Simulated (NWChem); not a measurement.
System: InF, singlet; SMILES [F][In]

Output (shortened):

```
             Northwest Computational Chemistry Package (NWChem) 7.3.0
             --------------------------------------------------------

 ORDER OF PRIMARY AXIS IS BEING SET TO 4
 C4V symmetry detected

                             Geometry "geometry" -> ""
                             -------------------------

 Output coordinates in angstroms (scale by  1.889725989 to convert to a.u.)

  No.       Tag          Charge          X              Y              Z
 ---- ---------------- ---------- -------------- -------------- --------------
    1 In                  49.0000     0.00000000     0.00000000    -0.30935405
    2 F                    9.0000     0.00000000     0.00000000     1.68426095

 Effective nuclear repulsion energy (a.u.)     117.0572887989

      Symmetry information
      --------------------

 Group name             C4v
 Group number             18
 Group order               8
 No. of unique centers     2

                                 NWChem DFT Module
                                 -----------------

 Summary of "ao basis" -> "ao basis" (spherical)
 ------------------------------------------------------------------------------
       Tag                 Description            Shells   Functions and Types
 ---------------- ------------------------------  ------  ---------------------
 In                        def2-tzvp                16       50   6s5p3d2f
 F                         def2-tzvp                11       31   5s3p2d1f

      Symmetry analysis of basis
      --------------------------

        a1         27
        a2          0
        b1          8
        b2          8
        e          38

            General Information
            -------------------
          SCF calculation type: DFT
          Wavefunction type:  closed shell.
          No. of atoms     :     2
          No. of electrons :    30
           Alpha electrons :    15
            Beta electrons :    15
          Charge           :     0
          Spin multiplicity:     1
          Use of symmetry is: on ; symmetry adaption is: on
          Maximum number of iterations: 200
          AO basis - number of functions:    81
                     number of shells:    27
          Convergence on energy requested:  1.00D-06
          Convergence on density requested:  1.00D-05
          Convergence on gradient requested:  5.00D-04

              XC Information
              --------------
                  TPSS metaGGA Exchange Functional  1.000
             TPSS03 metaGGA Correlation Functional  1.000

             Grid Information
             ----------------
          Grid used for XC integration:  medium
          Radial quadrature: Mura-Knowles
          Angular quadrature: Lebedev.
          Tag              B.-S. Rad. Rad. Pts. Rad. Cut. Ang. Pts.
          ---              ---------- --------- --------- ---------
          In                  1.55      123           9.0       590
          F                   0.50       49           8.0       434
          Grid pruning is: on
          Number of quadrature shells:   172
          Spatial weights used:  Erf1

      Superposition of Atomic Density Guess
      -------------------------------------

 Sum of atomic energies:        -317.47749819

      Non-variational initial energy
      ------------------------------

 Total energy =    -288.440670
 1-e energy   =    -574.098363
 2-e energy   =     235.490284
 HOMO         =      -0.326957
 LUMO         =      -0.001725

      Symmetry analysis of molecular orbitals - initial
      -------------------------------------------------

 !! scf_movecs_sym_adapt:   16 vectors were symmetry contaminated

  Symmetry fudging

 !! scf_movecs_sym_adapt:   10 vectors were symmetry contaminated

  Numbering of irreducible representations:

     1 a1          2 a2          3 b1          4 b2          5 e

  Orbital symmetries:

     1 a1          2 a1          3 a1          4 e           5 e
     6 a1          7 a1          8 e           9 e          10 b2
    11 b1         12 a1         13 e          14 e          15 a1
    16 e          17 e          18 a1         19 e          20 e
    21 a1         22 a1         23 b2         24 b1         25 e

   convergence    iter        energy       DeltaE   RMS-Dens  Diis-err
 ---------------- ----- ----------------- --------- --------- ---------
 d= 0,ls=0.0,diis     1   -289.9036333583 -3.40D+02  3.53D-02  8.28D-01
 d= 0,ls=0.0,diis     2   -284.6403552215  5.26D+00  2.57D-02  3.95D+01
 d= 0,ls=0.0,diis     3   -289.9964354216 -5.36D+00  2.60D-03  2.35D-01
 d= 0,ls=0.0,diis     4   -290.0106647938 -1.42D-02  1.91D-03  2.82D-02
 d= 0,ls=0.0,diis     5   -290.0136694194 -3.00D-03  7.72D-04  4.19D-03
  Resetting Diis
 d= 0,ls=0.0,diis     6   -290.0140049648 -3.36D-04  9.43D-05  7.52D-05
 d= 0,ls=0.0,diis     7   -290.0140146398 -9.68D-06  4.79D-05  3.23D-06
 d= 0,ls=0.0,diis     8   -290.0140145255  1.14D-07  2.44D-05  4.90D-06
 d= 0,ls=0.0,diis     9   -290.0140148816 -3.56D-07  3.21D-06  3.34D-07

         Total DFT energy =     -290.014014881575
      One electron energy =     -575.508580130464
           Coulomb energy =      262.450043982931
    Exchange-Corr. energy =      -27.122888219295
 Nuclear repulsion energy =       50.167409485253

 Numeric. integr. density =       29.999998617894

                  Occupations of the irreducible representations
                  ----------------------------------------------

                     irrep           alpha         beta
                     --------     --------     --------
                     a1                7.0          7.0
                     a2                0.0          0.0
                     b1                1.0          1.0
                     b2                1.0          1.0
                     e                 6.0          6.0

                       DFT Final Molecular Orbital Analysis
                       ------------------------------------

 Vector   13  Occ=2.000000D+00  E=-2.835774D-01  Symmetry=e
              MO Center= -9.2D-17,  7.5D-15,  1.6D+00, r^2= 7.0D-01
   Bfn.  Coefficient  Atom+Function         Bfn.  Coefficient  Atom+Function
  ----- ------------  ---------------      ----- ------------  ---------------
    57      0.481963  2 F  py                60      0.385479  2 F  py
    63      0.289375  2 F  py                23     -0.092251  1 In d -1
    14      0.071756  1 In py                11     -0.066289  1 In py
    17      0.065115  1 In py                56     -0.042214  2 F  px
    59     -0.033763  2 F  px                33      0.032139  1 In d -1

 Vector   14  Occ=2.000000D+00  E=-2.835774D-01  Symmetry=e
              MO Center= -1.2D-13, -1.1D-14,  1.6D+00, r^2= 7.0D-01
   Bfn.  Coefficient  Atom+Function         Bfn.  Coefficient  Atom+Function
  ----- ------------  ---------------      ----- ------------  ---------------
    56      0.481963  2 F  px                59      0.385479  2 F  px
    62      0.289375  2 F  px                25      0.092251  1 In d  1
    13      0.071756  1 In px                10     -0.066289  1 In px
    16      0.065115  1 In px                57      0.042214  2 F  py
    60      0.033763  2 F  py                35     -0.032139  1 In d  1

 Vector   15  Occ=2.000000D+00  E=-2.372636D-01  Symmetry=a1
              MO Center= -4.1D-15, -1.0D-13, -3.7D-02, r^2= 3.1D+00
   Bfn.  Coefficient  Atom+Function         Bfn.  Coefficient  Atom+Function
  ----- ------------  ---------------      ----- ------------  ---------------
     5      0.524953  1 In s                  2      0.520086  1 In s
     6      0.419981  1 In s                  1     -0.383058  1 In s
     3     -0.322567  1 In s                 58      0.309899  2 F  pz
    61      0.249576  2 F  pz                 4     -0.195590  1 In s
    64      0.190037  2 F  pz                15     -0.170257  1 In pz

 Vector   16  Occ=0.000000D+00  E=-7.621168D-02  Symmetry=e
              MO Center=  5.6D-14,  2.1D-15, -4.1D-01, r^2= 4.5D+00
   Bfn.  Coefficient  Atom+Function         Bfn.  Coefficient  Atom+Function
  ----- ------------  ---------------      ----- ------------  ---------------
    16      0.440852  1 In px                13      0.310437  1 In px
    19      0.300702  1 In px                10     -0.272336  1 In px
    17      0.226911  1 In py                14      0.159785  1 In py
    20      0.154774  1 In py                11     -0.140174  1 In py
    56     -0.106151  2 F  px                62     -0.088340  2 F  px

 Vector   17  Occ=0.000000D+00  E=-7.621168D-02  Symmetry=e
              MO Center= -3.4D-14,  1.7D-13, -4.1D-01, r^2= 4.5D+00
   Bfn.  Coefficient  Atom+Function         Bfn.  Coefficient  Atom+Function
  ----- ------------  ---------------      ----- ------------  ---------------
    17      0.440852  1 In py                14      0.310437  1 In py
    20      0.300702  1 In py                11     -0.272336  1 In py
    16     -0.226911  1 In px                13     -0.159785  1 In px
    19     -0.154774  1 In px                10      0.140174  1 In px
    57     -0.106151  2 F  py                63     -0.088340  2 F  py

[...]

                         DFT ENERGY GRADIENTS

    atom               coordinates                        gradient
                 x          y          z           x          y          z
   1 In      0.000000   0.000000  -0.584594    0.000000   0.000000   0.005359
   2 F       0.000000   0.000000   3.182792    0.000000   0.000000  -0.005359
```

Level: TPSS/def2-TZVP with def2 effective core potentials on In. Low-valent species are run as closed-shell singlets; no triplet was tried in these runs. Geometry: optimised at PBE0-D3(BJ)/def2-TZVP. def2 effective core potentials on In; no spin-orbit coupling.

### Question
Reconstruct the input file.

### Answer
Several could match; the one computed here: the input that was run:
```
start job
memory heap 200 mb stack 900 mb global 1100 mb
geometry units angstroms noautoz
  In     0.000000     0.000000    -0.298553
  F      0.000000     0.000000     1.695062
end
basis spherical
  * library def2-tzvp
end
ecp
  In library def2-ecp
end
dft
  xc xtpss03 ctpss03
  iterations 200
end
task dft gradient
```
